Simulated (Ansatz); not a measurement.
Species: sum formula Si₂N₂H₉, net charge 1, singlet state. It need not be the lowest isomer of its formula. 
Structure (B3LYP-D3(BJ)/def2-TZVP (Ansatz, a first-principles code) minimum search):
SMILES: [SiH2]([NH3+])[SiH2]N
```xyz
13

N      1.3797    -0.9765    -0.6946
Si     1.2124     0.2032     0.5960
Si    -1.1431     0.4972     0.5355
N     -1.3971    -0.2417    -1.2064
H      2.0918    -0.7799    -1.3884
H      1.4704    -1.9482    -0.4196
H      1.6472    -0.2723     1.9215
H      1.8646     1.4583     0.1811
H     -1.9707    -0.4001     1.3621
H     -1.7376     1.8398     0.4189
H     -0.4963    -0.7274    -1.4176
H     -2.1632    -0.9119    -1.2656
H     -1.5550     0.4644    -1.9255
```
Charge +1, spin multiplicity 1.

Total electronic energies in hartree. Valence correlation only, unless marked. No spin-orbit coupling. Non-relativistic unless marked X2C. CBS marks a two-point X^-3 extrapolation of the correlation energy; Hartree-Fock from the larger set. [CCSD(T)-MP2]/basis is that difference in the basis named.

```tsv
level	program	energy (Eh)
HF/cc-pVTZ	Ansatz	-691.90976
PBE/def2-TZVPD	Ansatz	-693.33115
PBE-D3(BJ)/def2-TZVPD	Ansatz + dftd3	-693.34210
BLYP-D4/def2-TZVPD	Ansatz + dftd4	-693.74009
revPBE-D3(BJ)/def2-TZVPD	Ansatz + dftd3	-693.64685
r2SCAN-D3(BJ)/def2-TZVPD	Ansatz + dftd3	-693.66216
B3LYP-D4/def2-TZVPD	Ansatz + dftd4	-693.84299
PBE0-D3(BJ)/def2-TZVPD	Ansatz + dftd3	-693.41246
PBE0/def2-TZVPD	Ansatz	-693.40273
BHLYP-D4/def2-TZVPD	Ansatz + dftd4	[?]
HSE06-D4/def2-TZVPD	Ansatz + dftd4	-693.39040
HSE06/def2-TZVPD	Ansatz	-693.38316
LC-wPBE-D3(BJ)/def2-TZVPD	Ansatz + dftd3	-693.54728
wB97X-V/def2-TZVPD	Ansatz	-693.65305
B2GP-PLYP-D3(BJ)/def2-TZVPD	Ansatz + dftd3	-693.34066
B2GP-PLYP/def2-TZVPD	Ansatz	-693.33208
MP2/cc-pwCVTZ	Ansatz	-692.60985
SCS-MP2/cc-pwCVTZ	Ansatz	-692.62400
CCSD/6-31G*	Ansatz	-692.33465
CCSD(T)/cc-pVTZ	Ansatz	-692.67447
X2C-CCSD(T)/cc-pVTZ-DK	Ansatz	-693.93536
RI-MP2/CBS(cc-pV(T+d)Z,cc-pV(Q+d)Z)+[CCSD(T)-MP2]/cc-pV(D+d)Z	Ansatz	-692.7750
CCSD(T)/CBS(cc-pV(T+d)Z,cc-pV(Q+d)Z)	Ansatz	-692.7698
```

Task: What belongs in the gaps?

Result: 
- BHLYP-D4/def2-TZVPD, energy (Eh): -693.72459
